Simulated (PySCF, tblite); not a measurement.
C₇H₁₄SSi.
Cartesian coordinates in Å at the GFN2-xTB level; atoms count from 1:
```xyz
23
C7H14SSi angstrom
C      2.4695   -0.0781    0.6281
C      1.7138    0.1877   -0.6705
C      0.4955   -0.6935   -0.7810
C     -0.7089   -0.3109   -1.5618
C     -0.8122   -0.3648   -0.0565
Si    -1.5876   -1.8671    0.8211
C     -0.9561    0.8455    0.7345
C     -1.1736    2.1787    0.1025
S     -1.0040    0.7001    2.3665
H      3.3541    0.5510    0.6908
H      1.8339    0.1339    1.4846
H      2.7805   -1.1191    0.6809
H      2.3689   -0.0168   -1.5233
H      1.4338    1.2407   -0.7172
H      0.7527   -1.7479   -0.7759
H     -1.2234   -1.0752   -2.1259
H     -0.7147    0.6553   -2.0443
H     -1.7112   -2.8877   -0.2281
H     -2.9085   -1.4919    1.3112
H     -0.6949   -2.3586    1.8624
H     -1.2815    2.9421    0.8691
H     -0.3492    2.4530   -0.5552
H     -2.0817    2.1505   -0.5020
```

Method: PBE0/pcSseg-1 in PySCF (dipole) on a GFN2-xTB geometry, gas phase.

Take the most abundant isotopes and a rigid rotor. The values belong to one conformer with, in the numbering `[CH3:1][CH2:2][C@@H:3]1[CH2:4][C@:5]1([SiH3:6])[C:7]([CH3:8])=[S:9]`, C1–C2–C3–C4 153°, C4–C5–C7–C8 7°.

Give the principal moments of inertia and the rotational constants in cm⁻¹.

Ia = 409.31, Ib = 496.72, Ic = 588.86 u·Å²; 505379 MHz·u·Å²/I gives 1235, 1017 and 858.2 MHz, that is A = 0.04119, B = 0.03394, C = 0.02863 cm⁻¹.

What kind of rotor is it?

An asymmetric top: κ = (2 × 1017 − 1235 − 858.2)/(1235 − 858.2) ≈ -0.15.

What does the inertial defect say?

Not planar: Δ = Ic − Ia − Ib = -317.16 u·Å². For a rigid frame Δ = −2 Σ m c², so Σ m c² = 158.58 u·Å² lies off the ab plane: 37.83 from hydrogen and 120.75 from heavier atoms. The atom farthest from that plane is 2.62 Å away.

Give the other two planar moments, Paa and Pbb, and the rms extents of the mass along the axes.

Paa = Σ m a² = (Ib + Ic − Ia)/2 = 338.14 and Pbb = Σ m b² = (Ia + Ic − Ib)/2 = 250.73 u·Å². With the mass M = 158.06 u, the rms extents √(P/M) along a, b and c are 1.46, 1.26, 1.00 Å.

List the rotational levels J(Ka,Kc) to J = 5 (cm⁻¹).

Above 0(0,0):
J = 1: 1(0,1) 0.0626, 1(1,1) 0.0698, 1(1,0) 0.0751
J = 2: 2(0,2) 0.1857, 2(1,2) 0.1896, 2(1,1) 0.2056, 2(2,1) 0.2273, 2(2,0) 0.2293
J = 3: 3(0,3) 0.3666, 3(1,3) 0.3683, 3(1,2) 0.3996, 3(2,2) 0.4150, 3(2,1) 0.4238, 3(3,1) 0.4656, 3(3,0) 0.4661
J = 4: 4(0,4) 0.6044, 4(1,4) 0.6050, 4(1,3) 0.6547, 4(2,3) 0.6636, 4(2,2) 0.6848, 4(3,2) 0.7188, 4(3,1) 0.7222, 4(4,1) 0.7857, 4(4,0) 0.7859
J = 5: 5(0,5) 0.8991, 5(1,5) 0.8992, 5(1,4) 0.9679, 5(2,4) 0.9720, 5(2,3) 1.0104, 5(3,3) 1.0349, 5(3,2) 1.0459, 5(4,2) 1.1030, 5(4,1) 1.1040, 5(5,1) 1.1881, 5(5,0) 1.1881

Which types of transition are allowed, and where do some lines up to J = 2 fall?

The dipole components are |μa| = 2.41 D, |μb| = 0.37 D, |μc| = 1.95 D. Intensities carry the squares of the components, which stand as 1.00 : 0.02 : 0.65 (a : b : c). Some lines, for components of 0.1 D or more:

| type | branch | J(Ka,Kc) | MHz | lower level (cm⁻¹) |
| --- | --- | --- | --- | --- |
| b | Q | 1(1,0) ← 1(0,1) | 376 | 0.063 |
| a | Q | 2(1,1) ← 2(1,2) | 478 | 0.190 |
| b | Q | 2(1,1) ← 2(0,2) | 597 | 0.186 |
| c | Q | 2(2,1) ← 2(1,1) | 652 | 0.206 |
| b | Q | 2(2,0) ← 2(1,1) | 713 | 0.206 |
| b | Q | 2(2,1) ← 2(1,2) | 1129 | 0.190 |
| a | R | 1(0,1) ← 0(0,0) | 1876 | 0.000 |
| b | R | 1(1,1) ← 0(0,0) | 2093 | 0.000 |
| c | R | 1(1,0) ← 0(0,0) | 2252 | 0.000 |
| b | R | 2(0,2) ← 1(1,1) | 3473 | 0.070 |
| a | R | 2(1,2) ← 1(1,1) | 3592 | 0.070 |
| a | R | 2(0,2) ← 1(0,1) | 3690 | 0.063 |
| b | R | 2(1,2) ← 1(0,1) | 3809 | 0.063 |
| a | R | 2(1,1) ← 1(1,0) | 3911 | 0.075 |
| c | R | 2(1,1) ← 1(0,1) | 4287 | 0.063 |
| b | R | 2(2,1) ← 1(1,0) | 4562 | 0.075 |
| c | R | 2(2,0) ← 1(1,0) | 4623 | 0.075 |
| c | R | 2(2,1) ← 1(1,1) | 4722 | 0.070 |
| b | R | 2(2,0) ← 1(1,1) | 4783 | 0.070 |

Estimate the classical rotational partition function at 50 K, 100 K and 298.15 K.

Point group C1, symmetry number σ = 1; q = (√π/σ)·√((kT/h)³/(ABC)), k/h = 20836.6 MHz/K: 57400 at 50 K, 162000 at 100 K, 836000 at 298.15 K.

Its GFN2-xTB frequencies are all real (lowest 40 cm⁻¹). Constants of a rigid frame at the computed geometry: no zero-point averaging, no centrifugal distortion. A rigid rotor knows nothing of internal rotation, which can split or shift real lines.

On Arm Neoverse V1, one thread (shared host), this took 76 s wall and 1.2 GiB of memory at its peak. This is the PBE0/pcSseg-1 job that gave the dipole, with the shieldings it also computed.
